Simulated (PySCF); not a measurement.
C₂H₆ClFSi, singlet, at a GFN2-xTB geometry; CASSCF(8,9)/STO-3G (PySCF).

PySCF was given this input:
```python
from pyscf import gto, scf, mcscf
import numpy

mol = gto.M(
    atom='''
C     1.705692   -1.073961    0.082236
Si    0.107653   -0.075411    0.263087
C    -1.222063   -0.896988    1.330982
F     0.509241    1.308431    1.008513
Cl   -0.624466    0.478527   -1.531912
H     2.445675   -0.524448   -0.494042
H     1.534621   -2.020075   -0.421992
H     2.142136   -1.291169    1.052670
H    -2.089000   -0.250342    1.440088
H    -1.563823   -1.832785    0.899557
H    -0.845782   -1.110559    2.327078
''',
    basis='sto-3g',
    charge=0,
    spin=0,
    verbose=4,
)

mf = scf.RHF(mol)
mf.kernel()
mc = mcscf.CASSCF(mf, 9, 8)
mc.fix_spin_(ss=0.0)
mc.kernel()
occ = numpy.linalg.eigvalsh(mc.fcisolver.make_rdm1(mc.ci, mc.ncas, mc.nelecas))[::-1]
ss = mc.fcisolver.spin_square(mc.ci, mc.ncas, mc.nelecas)[0]
print('natural occupations', occ.round(4), ' <S^2>', round(ss, 4))
```

Output, abridged:

```
PySCF version 2.14.0

[INPUT] verbose = 4
[INPUT] num. atoms = 11
[INPUT] num. electrons = 58
[INPUT] charge = 0
[INPUT] spin (= nelec alpha-beta = 2S) = 0
[INPUT] symmetry False subgroup None
[INPUT] Mole.unit = angstrom
[INPUT] Symbol           X                Y                Z      unit          X                Y                Z       unit  Magmom
[INPUT]  1 C      1.705692000000  -1.073961000000   0.082236000000 AA    3.223290732862  -2.029492158464   0.155403517580 Bohr   0.0
[INPUT]  2 Si     0.107653000000  -0.075411000000   0.263087000000 AA    0.203434686488  -0.142506136780   0.497162376933 Bohr   0.0
[INPUT]  3 C     -1.222063000000  -0.896988000000   1.330982000000 AA   -2.309364376964  -1.695061657021   2.515191456726 Bohr   0.0
[INPUT]  4 F      0.509241000000   1.308431000000   1.008513000000 AA    0.962326021400   2.472576242891   1.905813363063 Bohr   0.0
[INPUT]  5 Cl    -0.624466000000   0.478527000000  -1.531912000000 AA   -1.180069714103   0.904284973210  -2.894894126935 Bohr   0.0
[INPUT]  6 H      2.445675000000  -0.524448000000  -0.494042000000 AA    4.621655939696  -0.991063086576  -0.933604074032 Bohr   0.0
[INPUT]  7 H      1.534621000000  -2.020075000000  -0.421992000000 AA    2.900013395006  -3.817388501081  -0.797449306757 Bohr   0.0
[INPUT]  8 H      2.142136000000  -1.291169000000   1.052670000000 AA    4.048050361571  -2.439955790529   1.989257999546 Bohr   0.0
[INPUT]  9 H     -2.089000000000  -0.250342000000   1.440088000000 AA   -3.947637874216  -0.473077817476   2.721371915273 Bohr   0.0
[INPUT] 10 H     -1.563823000000  -1.832785000000   0.899557000000 AA   -2.955197177296  -3.463461695211   1.699916363435 Bohr   0.0
[INPUT] 11 H     -0.845782000000  -1.110559000000   2.327078000000 AA   -1.598296341087  -2.098652355171   4.397540090501 Bohr   0.0

nuclear repulsion = 305.124391668628
number of shells = 25
number of NR pGTOs = 117
number of NR cGTOs = 39
basis = sto-3g
ecp = {}

******** <class 'pyscf.scf.hf.RHF'> ********
method = RHF
initial guess = minao
damping factor = 0
level_shift factor = 0
DIIS = <class 'pyscf.scf.diis.CDIIS'>
diis_start_cycle = 1
diis_space = 8
diis_damp = 0
SCF conv_tol = 1e-09
SCF conv_tol_grad = None
SCF max_cycles = 50
direct_scf = True
direct_scf_tol = 1e-13
Set gradient conv threshold to 3.16228e-05
Initial guess from minao.
init E= -916.51093864505
  HOMO = -0.328953360934119  LUMO = 0.183568471309632  gap/eV = 13.94643
cycle= 1 E= -916.568794926351  delta_E= -0.0579  |g|= 0.387  |ddm|= 3.67
  HOMO = -0.306471472211827  LUMO = 0.322562595113707  gap/eV = 17.11689
cycle= 2 E= -916.645740953976  delta_E= -0.0769  |g|= 0.0885  |ddm|= 0.868
  HOMO = -0.358825138298775  LUMO = 0.360517088302984  gap/eV = 19.57430
cycle= 3 E= -916.649387078611  delta_E= -0.00365  |g|= 0.0246  |ddm|= 0.171
  HOMO = -0.366429844276459  LUMO = 0.356691096249026  gap/eV = 19.67712
cycle= 4 E= -916.649858486825  delta_E= -0.000471  |g|= 0.00462  |ddm|= 0.0773
  HOMO = -0.366101562804812  LUMO = 0.356871256015954  gap/eV = 19.67309
cycle= 5 E= -916.649874767956  delta_E= -1.63e-05  |g|= 0.00112  |ddm|= 0.0141
  HOMO = -0.366177342605956  LUMO = 0.356915299829569  gap/eV = 19.67635
cycle= 6 E= -916.649875602503  delta_E= -8.35e-07  |g|= 0.000161  |ddm|= 0.00325
  HOMO = -0.366179853784243  LUMO = 0.356935745165372  gap/eV = 19.67698
cycle= 7 E= -916.649875621233  delta_E= -1.87e-08  |g|= 2.6e-05  |ddm|= 0.00049
  HOMO = -0.366179237184294  LUMO = 0.356930494873597  gap/eV = 19.67682
cycle= 8 E= -916.649875621763  delta_E= -5.31e-10  |g|= 6.34e-06  |ddm|= 7.79e-05
  HOMO = -0.366178798586141  LUMO = 0.356931207344268  gap/eV = 19.67683
Extra cycle  E= -916.649875621794  delta_E= -3e-11  |g|= 3.03e-06  |ddm|= 1.42e-05
converged SCF energy = -916.649875621794

******** <class 'pyscf.mcscf.mc1step.CASSCF'> ********
CAS (4e+4e, 9o), ncore = 25, nvir = 5
max_cycle_macro = 50
max_cycle_micro = 4
conv_tol = 1e-07
conv_tol_grad = None
orbital rotation max_stepsize = 0.02
orbital rotation threshold for CI restart = 0.01
augmented hessian ah_max_cycle = 30
augmented hessian ah_conv_tol = 1e-12
augmented hessian ah_linear dependence = 1e-14
augmented hessian ah_level shift = 1e-08
augmented hessian ah_start_tol = 2.5
augmented hessian ah_start_cycle = 3
augmented hessian ah_grad_trust_region = 3
kf_trust_region = 3
kf_interval = 4
ci_response_space = 4
ci_grad_trust_region = 3
with_dep4 0
natorb = False
canonicalization = True
sorting_mo_energy = False
ao2mo_level = 2
internal_rotation = False
******** <class 'pyscf.fci.addons.SpinPenaltyFCISolver'> ********
max. cycles = 50
conv_tol = 1e-08
davidson only = True
linear dependence = 1e-12
level shift = 0.001
max iter space = 12
nroots = 1
pspace_size = 400
spin = None
CASCI E = -916.661870856814  S^2 = 0.0000000
Set conv_tol_grad to 0.000316228
macro iter   1 ( 21 JK    4 micro), CASSCF E = -916.671348170288  dE = -9.47731347e-03  S^2 = 0.0000000
               |grad[o]|=0.0195  |grad[c]|=0.0154  |ddm|=0.0387  |maxRot[o]|=0.254
macro iter   2 ( 12 JK    3 micro), CASSCF E = -916.676849506855  dE = -5.50133657e-03  S^2 = 0.0000000
               |grad[o]|=0.0158  |grad[c]|=0.0283  |ddm|=0.0245  |maxRot[o]|=0.149
macro iter   3 ( 12 JK    3 micro), CASSCF E = -916.683241622565  dE = -6.39211571e-03  S^2 = 0.0000000
               |grad[o]|=0.016  |grad[c]|=0.039  |ddm|=0.0268  |maxRot[o]|=0.149
macro iter   4 ( 21 JK    4 micro), CASSCF E = -916.689699236096  dE = -6.45761353e-03  S^2 = 0.0000000
               |grad[o]|=0.0164  |grad[c]|=0.0308  |ddm|=0.0382  |maxRot[o]|=0.223
macro iter   5 ( 21 JK    4 micro), CASSCF E = -916.692289473956  dE = -2.59023786e-03  S^2 = 0.0000000
               |grad[o]|=0.0164  |grad[c]|=0.0134  |ddm|=0.00912  |maxRot[o]|=0.0798
macro iter   6 ( 21 JK    4 micro), CASSCF E = -916.694096392151  dE = -1.80691820e-03  S^2 = 0.0000000
               |grad[o]|=0.0136  |grad[c]|=0.0139  |ddm|=0.00939  |maxRot[o]|=0.0596
macro iter   7 ( 21 JK    4 micro), CASSCF E = -916.695311397378  dE = -1.21500523e-03  S^2 = 0.0000000
               |grad[o]|=0.0117  |grad[c]|= 0.02  |ddm|=0.012  |maxRot[o]|=0.0573
macro iter   8 ( 17 JK    4 micro), CASSCF E = -916.697827636472  dE = -2.51623909e-03  S^2 = 0.0000000
               |grad[o]|=0.0102  |grad[c]|= 0.03  |ddm|=0.0152  |maxRot[o]|=0.081
macro iter   9 ( 17 JK    4 micro), CASSCF E = -916.699238763508  dE = -1.41112704e-03  S^2 = 0.0000000
               |grad[o]|=0.00742  |grad[c]|=0.0129  |ddm|=0.00871  |maxRot[o]|=0.0699
macro iter  10 ( 17 JK    4 micro), CASSCF E = -916.700060528852  dE = -8.21765344e-04  S^2 = 0.0000000
               |grad[o]|=0.00525  |grad[c]|=0.00582  |ddm|=0.005  |maxRot[o]|=0.0699
macro iter  11 ( 17 JK    4 micro), CASSCF E = -916.700528348009  dE = -4.67819156e-04  S^2 = 0.0000000
               |grad[o]|=0.00352  |grad[c]|=0.00378  |ddm|=0.00272  |maxRot[o]|=0.0699
macro iter  12 ( 17 JK    4 micro), CASSCF E = -916.700783255482  dE = -2.54907474e-04  S^2 = 0.0000000
               |grad[o]|=0.00219  |grad[c]|=0.00413  |ddm|=0.00151  |maxRot[o]|=0.0737
macro iter  13 ( 20 JK    4 micro), CASSCF E = -916.700762640765  dE =  2.06147173e-05  S^2 = 0.0000000
               |grad[o]|=0.00108  |grad[c]|=0.00324  |ddm|=0.000532  |maxRot[o]|=0.129
macro iter  14 ( 21 JK    4 micro), CASSCF E = -916.700852338156  dE = -8.96973908e-05  S^2 = 0.0000000
               |grad[o]|=0.00105  |grad[c]|=0.00065  |ddm|=0.000317  |maxRot[o]|=0.0522
macro iter  15 ( 20 JK    4 micro), CASSCF E = -916.700858458574  dE = -6.12041822e-06  S^2 = 0.0000000
               |grad[o]|=0.000548  |grad[c]|=0.00156  |ddm|=0.000142  |maxRot[o]|=0.0428
macro iter  16 ( 16 JK    4 micro), CASSCF E = -916.700875840744  dE = -1.73821702e-05  S^2 = 0.0000000
               |grad[o]|=0.000606  |grad[c]|=0.0013  |ddm|=0.000119  |maxRot[o]|=0.0148
macro iter  17 (  4 JK    1 micro), CASSCF E = -916.700890765754  dE = -1.49250104e-05  S^2 = 0.0000000
               |grad[o]|=0.000391  |grad[c]|=0.00116  |ddm|=0.000121  |maxRot[o]|=0.0344
macro iter  18 (  3 JK    1 micro), CASSCF E = -916.700890848812  dE = -8.30576710e-08  S^2 = 0.0000000
               |grad[o]|=5.53e-05  |grad[c]|=0.000123  |ddm|=3.99e-05  |maxRot[o]|=0.00141
1-step CASSCF converged in  18 macro (298 JK  64 micro) steps
CASSCF canonicalization
Density matrix diagonal elements [1.99417816e+00 1.98320600e+00 1.97044067e+00 1.97675412e+00
 1.08199054e-02 1.63580542e-02 2.80711726e-02 1.97727377e-02
 3.99183343e-04]
CASSCF energy = -916.700890848812
CASCI E = -916.700890848812  E(CI) = -15.0724153773367  S^2 = 0.0000000
natural occupations [1.9960e+00 1.9834e+00 1.9751e+00 1.9705e+00 3.2000e-02 2.1500e-02
 1.9600e-02 1.6000e-03 4.0000e-04]  <S^2> 0.0
```
